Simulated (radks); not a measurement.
The numbers below are computed, except where a source is named.
Problem. Ti3+, configuration [Ar] 3d1. Level of theory: Dirac Kohn-Sham, PBE, spin-unpolarised, spherical densities, point nucleus; open shells are shared between the two j in proportion to 2j + 1 (a radial shooting solver on a logarithmic mesh with Libxc functionals). Some entries of the table are withheld. Estimate them.

orbital,occ.,eigenvalue (hartree),<r^2> (bohr^2)
1s1/2,2,-180.1299,0.006513
2s1/2,2,-20.97705,0.1248
2p1/2,2,-17.71134,(1)
2p3/2,4,-17.49928,(2)
3s1/2,2,(3),1.133
3p1/2,2,-2.62299,1.295
3p3/2,4,-2.59759,1.312
3d3/2,0.4,-1.27626,(4)
3d5/2,0.6,-1.27393,(5)
4s1/2,0,-0.97167,7.687
4p1/2,0,-0.77033,9.803
4p3/2,0,-0.76654,9.890

Solution. 
(1) 2p1/2 <r^2> (bohr^2): 0.1025
(2) 2p3/2 <r^2> (bohr^2): 0.1043
(3) 3s1/2 eigenvalue (hartree): -3.49237
(4) 3d3/2 <r^2> (bohr^2): 1.970
(5) 3d5/2 <r^2> (bohr^2): 1.977
